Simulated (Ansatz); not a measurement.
A made-up structure of BH$_{3}$S$_{2}$O, closed shell:

```
7
angstrom
B -1.4821 0.6503 0.4625
S -0.1647 0.9199 -0.9187
O 1.0181 -0.2891 -0.6510
S 1.7872 -1.3925 0.1310
H -2.4094 1.4663 0.3802
H -1.4391 -0.2622 1.3850
H 2.6900 -1.0928 -0.7890
```

It is relaxed with PBE-D4/def2-SVP and then PBE0-D4/def2-TZVP (Ansatz 0.2.0). Atoms count as bonded within 1.22 times the sum of their covalent radii (H–H: 0.88 Å). The end point is not checked to be a true minimum.

Task: Does its bonding change? (Judge from chemistry; the calculation decides.)

Result: By the calculation: No: no bond forms or breaks.

Where it ends: The first stage lowers the energy by 2.01 eV in 11 steps. It ends as BH₃S₂O ([BH2][S][O][SH]):
| atom | x (Å) | y (Å) | z (Å) |
| --- | --- | --- | --- |
| B1 | -1.2993 | 0.6118 | 0.4444 |
| S2 | -0.1965 | 0.7580 | -0.8881 |
| O3 | 0.5432 | -0.7391 | -1.0737 |
| S4 | 1.5870 | -1.2545 | 0.1075 |
| H5 | -1.9230 | 1.6094 | 0.6457 |
| H6 | -1.3996 | -0.3874 | 1.0820 |
| H7 | 2.6881 | -0.5982 | -0.3178 |

Labels in which every atom is bracketed show which atoms are joined, not bond orders.

For scale, one of the runs: PBE0-D4/def2-TZVP relaxation, 154 basis functions, launched by `ansatz run in.yaml --threads 2 --pin off --events-out ev --progress --plain --max-ram 4352MiB`. Hardware: 2 CPU threads of an Arm Neoverse V2, shared host. Wall time about 35 s.
